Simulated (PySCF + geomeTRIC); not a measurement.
Species: C$_{3}$H$_{9}$Al, SMILES `[CH3][Al]([CH3])[CH3]` (charge 0, multiplicity 1).

Question: Give a relaxed geometry from B3LYP-D3(BJ)/def2-TZVP (PySCF + geomeTRIC).

Answer: the end point of this relaxation (outside a Z-matrix the atoms follow the SMILES, hydrogens last).
Z-matrix (Å, degrees):
```
Al
C 1 1.9620
H 2 1.0920 1 113.40
H 2 1.0950 3 107.74 1 123.28
H 2 1.0954 3 107.59 4 113.83
C 1 1.9620 2 120.01 3 -1.76
H 6 1.0920 1 113.38 2 -175.45
H 6 1.0948 7 107.82 1 -123.52
H 6 1.0956 7 107.49 8 -113.84
C 1 1.9620 2 120.02 3 178.31
H 10 1.0920 1 113.42 2 -4.12
H 10 1.0949 11 107.80 1 123.46
H 10 1.0955 11 107.52 12 113.84
```
